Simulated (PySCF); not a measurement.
thionyl fluoride (F2OS), SMILES O=S(F)F. Atoms are numbered in the order given.

```xyz
4

O      1.3643     0.3468     0.0000
S      0.1599    -0.4034     0.0000
F     -0.7485     0.2044     1.1520
F     -0.7485     0.2044    -1.1520
```
Charge 0, spin multiplicity 1.

Geometry: PBE0-D3(BJ)/def2-TZVP.

Two levels are set side by side: PBE/pcSseg-2 (PySCF) and PBE0/pcSseg-2 (PySCF). GIAO shifts against CFCl3 (¹⁹F), H2O (¹⁷O), H2S (³³S) at the same level; non-relativistic, no solvent, atoms listed together averaged. Differences are taken from unrounded values.

| quantity | PBE |
|---|---|
| δ(¹⁷O) of O1 (ppm) | 325.2 |
| δ(³³S) of S2 (ppm) | 766.5 |
| δ(¹⁹F) of F3, F4 (ppm) | 53.7 |

**Question.** These are the PBE values. What does PBE0 give? (The exact figures need the calculation; the answer reports its results.)

**Answer.** 
| quantity | PBE0 | PBE minus PBE0 |
|---|---|---|
| δ(¹⁷O) of O1 (ppm) | 311.7 | 13.5 |
| δ(³³S) of S2 (ppm) | 759.7 | 6.9 |
| δ(¹⁹F) of F3, F4 (ppm) | 63.4 | -9.7 |

Rough cost on one machine, each run with all the roots and properties that it gave: PBE0 against PBE within a factor of 2.
